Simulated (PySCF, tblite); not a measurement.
Isomers of C5H7O3S (doublet state), one GFN2-xTB conformer each. Single-point energies are computed at B3LYP/pcH-1 (PySCF, gas phase, no added dispersion term), electronic only. GFN2-xTB treats the open shell by occupation alone, and not every SCF solution was tested for stability.

```csv
SMILES,GFN2-xTB relative energy (kJ/mol)
O=S(=O)(O)[C]1[C@H]2C[C@@H]1C2,4.1
C[C@@H]1C[C]=C1S(=O)(=O)O,17.4
C/C=C/C=[C]\S(=O)(=O)O,0.0
```

Conformers: `[O:1]=[S:2](=[O:3])([OH:4])[C:5]1[C@H:6]2[CH2:7][C@@H:8]1[CH2:9]2` (doublet state) with O1–S2–O4–H -15°, O1–S2–C5–C6 -118°; `[CH3:1][C@@H:2]1[CH2:3][C:4]=[C:5]1[S:6](=[O:7])(=[O:8])[OH:9]` (doublet state) with C4–C5–S6–O7 -166°, C5–S6–O9–H -105°; `[CH3:1]/[CH:2]=[CH:3]/[CH:4]=[C:5]\[S:6](=[O:7])(=[O:8])[OH:9]` (doublet state) with C2–C3–C4–C5 -179°, C4–C5–S6–O7 69°, C5–S6–O9–H -89°.

Problem. What does B3LYP/pcH-1 give for the same structures?

Solution. 
| SMILES | B3LYP/pcH-1 E (Eh) | B3LYP/pcH-1 (kJ/mol) | GFN2-xTB (kJ/mol) | point group |
| --- | --- | --- | --- | --- |
| C/C=C/C=[C]\S(=O)(=O)O | -818.44179 | 0.0 | 0.0 | – |
| C[C@@H]1C[C]=C1S(=O)(=O)O | -818.42146 | 53.4 | 17.4 | C1 |
| O=S(=O)(O)[C]1[C@H]2C[C@@H]1C2 | -818.40117 | 106.7 | 4.1 | – |

Both levels put the same isomer lowest; measured from each level's own lowest isomer, the values differ by up to 102.6 kJ/mol (O=S(=O)(O)[C]1[C@H]2C[C@@H]1C2: 4.1 against 106.7). As drawn, the highest has a four-membered ring, which the lowest lacks.

Problem. What happens when harmonic zero-point energies from GFN2-xTB frequencies are added?

Solution. 
```json
{"SMILES": "C/C=C/C=[C]\\S(=O)(=O)O", "ZPE (kJ/mol)": "291.6", "electronic (kJ/mol)": "0.0", "with ZPE (kJ/mol)": "0.0"}
{"SMILES": "C[C@@H]1C[C]=C1S(=O)(=O)O", "ZPE (kJ/mol)": "297.6", "electronic (kJ/mol)": "53.4", "with ZPE (kJ/mol)": "59.4"}
{"SMILES": "O=S(=O)(O)[C]1[C@H]2C[C@@H]1C2", "ZPE (kJ/mol)": "302.7", "electronic (kJ/mol)": "106.7", "with ZPE (kJ/mol)": "117.8"}
```

The zero-point energies span 11.1 kJ/mol. The order is unchanged.
